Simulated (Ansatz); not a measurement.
System: sum formula BNH₂F₂ (charge 0, singlet). 
Structure (B3LYP-D3(BJ)/def2-TZVP (Ansatz, a quantum-chemistry and plane-wave program) minimum search):
```xyz
6

B      0.0362     0.0038    -0.0026
F      0.5868     1.1654    -0.3614
F      0.8587    -1.0149     0.2562
N     -1.3467    -0.1402     0.0980
H     -1.9826     0.6138    -0.0925
H     -1.7806    -1.0056     0.3662
```

Parts of the frozen-core correlation energy in cc-pwCVTZ (Ansatz, hartree). Frozen orbitals: 4; correlated occupied orbitals by spin: 12 and 12; virtual: 184 and 184. No spin-orbit coupling. Non-relativistic.

```tsv
term	value
reference (HF)	-279.47249
MP2 opposite-spin	-0.61414
MP2 same-spin	-0.21239
CCSD correlation	-0.83370
(T)	-0.02708
T1 diagnostic	0.011
largest doubles amplitude	0.027
```
